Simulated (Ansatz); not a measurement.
Program: Ansatz. Geometries: PBE0-D4/def2-TZVP. ΔE: electronic, gas phase. CCSD(T)/CBS adds triple-zeta CCSD(T) − MP2 to the extrapolated MP2 energy (def2 sets, frozen cores). This one scheme is used for every species. DFT in def2-TZVPP. Each species was taken in one conformer, which may not be the lowest.

`N[Si](O)(Cl)Cl` + `C=NC(C)=N` → `C[Si](N)(Cl)Cl` + `C=NC(=N)O`  (formal exchange of groups at the Si–O bond)

CCSD(T)/CBS gives +91.4 kJ/mol.

Another level gave +76.4 kJ/mol. Which?
A. ωB97X-V/def2-TZVPP
B. CCSD(T)/def2-TZVPP
C. PBE0-D4/def2-TZVPP
D. MP2/def2-TZVPP

C. PBE0-D4 76.4, CCSD(T)/def2-TZVPP 89.2, ωB97X-V 82.3, MP2/def2-TZVPP 94.0 kJ/mol.

Largest T1 diagnostic among the species: 0.015.
